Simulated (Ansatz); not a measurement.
A structure relaxed at PBE-D4/def2-SVPD in Ansatz, charge -1, doublet:

```xyz
5

Zn    0.036    0.488    0.441
Zn   -0.102   -1.437   -1.293
Se   -2.064   -0.448   -0.614
Se    1.976   -0.817   -0.524
Se    0.154    2.213    1.990
```

Give its formula and point group.

Zn₂Se₃⁻. Point group C2v (tolerance 0.1 Å).

Summarise the bond lengths by kind (pairs closer than 1.2 times the sum of covalent radii, bridged metal pairs left out).

5 × Se–Zn 2.30 to 2.53 Å.

The relaxation made no stability test and no search for a lower SCF solution. The structure comes from a short search, and lower isomers may exist.
